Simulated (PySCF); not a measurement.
**Bonding in `CS[SiH2]OC(C)(C)C(=O)O`**

Species: C₅H₁₂O₃SSi.
Numbering: `[CH3:1][S:2][SiH2:3][O:4][C:5]([CH3:6])([CH3:7])[C:8](=[O:9])[OH:10]` (hydrogens: H11, H12, H13 on C1; H14, H15 on Si3; H16, H17, H18 on C6; H19, H20, H21 on C7; H22 on O10)

Structure used (GFN2-xTB), in Å, numbered top down from 1:
```xyz
22
C5H12O3SSi angstrom
C      3.4564   -0.1577    0.6699
S      3.0002    1.5542    0.2508
Si     0.9099    1.5432    0.7488
O      0.4130    0.2709   -0.1280
C     -0.8598   -0.2556   -0.3064
C     -1.2295   -0.1832   -1.7931
C     -0.8825   -1.7015    0.2051
C     -1.8638    0.5585    0.4873
O     -1.5608    1.5040    1.1678
O     -3.1132    0.1314    0.3637
H      4.5008   -0.2840    0.4074
H      2.8390   -0.8399    0.0957
H      3.3172   -0.3194    1.7345
H      0.8481    1.2939    2.1843
H      0.4919    2.8503    0.2802
H     -1.2159    0.8528   -2.1237
H     -0.4918   -0.7375   -2.3670
H     -2.2158   -0.6062   -1.9598
H     -1.8727   -2.1306    0.0843
H     -0.1621   -2.2873   -0.3599
H     -0.6023   -1.7237    1.2561
H     -3.7168    0.6867    0.8859
```

Bond orders from the PBE0/pcSseg-1 density (PySCF). One conformer (not necessarily the lowest) at the GFN2-xTB geometry, without solvent, vibrations or thermal averaging.

How far do the computed orders between heavy atoms stray from the drawn ones?

The largest departure is 0.168, at C8–O9 (drawn double, 1.832). Drawn single, order above 1.12: C8–O10 (1.161). Drawn single, order below 0.88: O4–C5 (0.870).

Give the Mayer order of every bond, beside its length.

| bond | drawn as | length (Å) | Mayer order |
| --- | --- | --- | --- |
| C1–S2 | single | 1.820 | 0.999 |
| S2–Si3 | single | 2.149 | 0.949 |
| Si3–O4 | single | 1.623 | 0.908 |
| O4–C5 | single | 1.389 | 0.870 |
| C5–C6 | single | 1.534 | 0.997 |
| C5–C7 | single | 1.534 | 0.994 |
| C5–C8 | single | 1.517 | 0.929 |
| C8–O9 | double | 1.204 | 1.832 |
| C8–O10 | single | 1.326 | 1.161 |
| C1–H11 | single | 1.084 | 0.962 |
| C1–H12 | single | 1.085 | 0.948 |
| C1–H13 | single | 1.086 | 0.953 |
| Si3–H14 | single | 1.458 | 0.911 |
| Si3–H15 | single | 1.450 | 0.926 |
| C6–H16 | single | 1.088 | 0.959 |
| C6–H17 | single | 1.087 | 0.957 |
| C6–H18 | single | 1.086 | 0.951 |
| C7–H19 | single | 1.086 | 0.952 |
| C7–H20 | single | 1.087 | 0.957 |
| C7–H21 | single | 1.088 | 0.960 |
| O10–H22 | single | 0.972 | 0.919 |

By pair of heavy elements: C–O: lowest O4–C5 (0.870, 1.389 Å), highest C8–O9 (1.832, 1.204 Å). C–C: lowest C5–C8 (0.929, 1.517 Å), highest C5–C6 and C5–C7 (0.997, 1.534 Å); in 2 of the 3 pairs the longer bond (by over 0.003 Å) has the higher order (by 0.02 or more). Bonds named together lie within 0.004.

Sum the orders of all bonds at each heavy atom with more than one neighbour and set the sums beside the valence in the SMILES.

C1 3.862 (drawn 4), S2 1.948 (drawn 2), Si3 3.694 (drawn 4), O4 1.778 (drawn 2), C5 3.790 (drawn 4), C6 3.864 (drawn 4), C7 3.863 (drawn 4), C8 3.922 (drawn 4), O10 2.080 (drawn 2). Orders between atoms that aren't bonded are not in these sums.

The Mayer order sums products of elements of PS (density times overlap matrix) between the two atoms' basis functions, so it depends on the basis set.
